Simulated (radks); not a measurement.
Problem. All-electron atom: Cd+ in [Kr] 4d10 5s1. Method: scalar-relativistic Kohn-Sham, r2SCAN, spin-polarised, spherical densities, finite nucleus; open shells are filled with parallel spins first (spin-orbit coupling, left out, can overturn this in heavy ions); meta-GGA in the generalised Kohn-Sham scheme; Fermi nuclear charge, rms radius 4.6087 fm; computed with a radial shooting solver on a logarithmic mesh with Libxc functionals. Some entries of the table are withheld. Estimate them.

| orbital | occ. | eigenvalue (eV) | r(max) (bohr) |
|---|---|---|---|
| 1s up | 1 | -26584.84 | 0.01968 |
| 1s down | 1 | -26584.82 | 0.01968 |
| 2s down | 1 | -3968.777 | 0.1112 |
| 2s up | 1 | -3968.762 | 0.1112 |
| 2p down | 3 | -3559.119 | 0.08901 |
| 2p up | 3 | -3559.115 | 0.08901 |
| 3s up | 1 | -752.7683 | 0.3234 |
| 3s down | 1 | -752.7443 | 0.3234 |
| 3p up | 3 | -617.3321 | 0.3168 |
| 3p down | 3 | -617.3085 | 0.3168 |
| 3d up | 5 | -405.8494 | 0.2664 |
| 3d down | 5 | -405.8363 | 0.2664 |
| 4s up | 1 | -117.6705 | 0.7970 |
| 4s down | 1 | -117.6468 | 0.7973 |
| 4p up | 3 | (1) | 0.8467 |
| 4p down | 3 | (2) | 0.8469 |
| 4d up | 5 | -21.0108 | 0.9808 |
| 4d down | 5 | -20.7380 | 0.9789 |
| 5s up | 1 | -13.7152 | (3) |
| 5s down | 0 | -11.8730 | (4) |
| 5p up | 0 | -7.3944 | (5) |

Solution. 
(1) 4p up eigenvalue (eV): -77.8328
(2) 4p down eigenvalue (eV): -77.7995
(3) 5s up r(max) (bohr): 2.255
(4) 5s down r(max) (bohr): 2.229
(5) 5p up r(max) (bohr): 2.757
